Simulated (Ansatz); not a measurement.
Geometry optimisation, Ansatz 0.2.0, RKS r2SCANh-D4/def2-SVP.

Input file:

```yaml
crystal:
  periodic: [false, false, false]
  atoms:
    - { symbol: B, position_ang: [0.073523, -0.373799, -0.022068] }
    - { symbol: Cl, position_ang: [-0.023128, -0.732138, 1.77475] }
    - { symbol: Cl, position_ang: [1.643931, -0.312437, -0.783134] }
    - { symbol: O, position_ang: [-1.037751, -0.261044, -0.745901] }
    - { symbol: H, position_ang: [-1.853588, -0.299618, -0.238241] }
    - { symbol: Br, position_ang: [0.20413, 2.765994, 0.803773] }
    - { symbol: H, position_ang: [0.442182, 1.793341, 1.917619] }
basis:
  gaussian: { orbitals: def2-SVP }
hamiltonian:
  xc: r2scanh
  dispersion: d4
relax:
  f_tol: 0.03
  max_steps: 50
```

Command:

```bash
$ ansatz run input.yaml --threads 4 --pin off --max-ram 5120MiB --backend cpu --events-out ev --progress --plain --runs-dir out
```

Question: Where does it end, and by what steps?

Answer: The forces met the threshold. After 9 steps the energy has fallen by 0.121 eV; Br6 moved furthest, 0.34 Å.

| step | energy less start (eV) | largest force component (eV/Å) | accepted |
| --- | --- | --- | --- |
| 0 | 0.0000 | 1.226 | yes |
| 1 | -0.0966 | 0.638 | yes |
| 2 | -0.1081 | 0.348 | yes |
| 3 | -0.1158 | 0.254 | yes |
| 4 | -0.1180 | 0.211 | yes |
| 5 | -0.1195 | 0.071 | yes |
| 6 | -0.1198 | 0.035 | yes |
| 7 | -0.1206 | 0.036 | yes |
| 8 | -0.1208 | 0.035 | yes |
| 9 | -0.1209 | 0.009 | yes |

```xyz
7
Properties=species:S:1:pos:R:3
B 0.077 -0.490 -0.044
Cl -0.012 -0.749 1.716
Cl 1.637 -0.494 -0.832
O -1.029 -0.320 -0.773
H -1.841 -0.311 -0.254
Br 0.162 3.024 1.023
H 0.456 1.921 1.871
```

Whether the end is a true minimum wasn't checked by a vibrational analysis.

The run took 37 s on 4 threads of Intel(R) Xeon(R) Platinum 8259CL CPU @ 2.50GHz (Skylake/Cascade Lake) (shared host), peak memory 0.31 GiB.
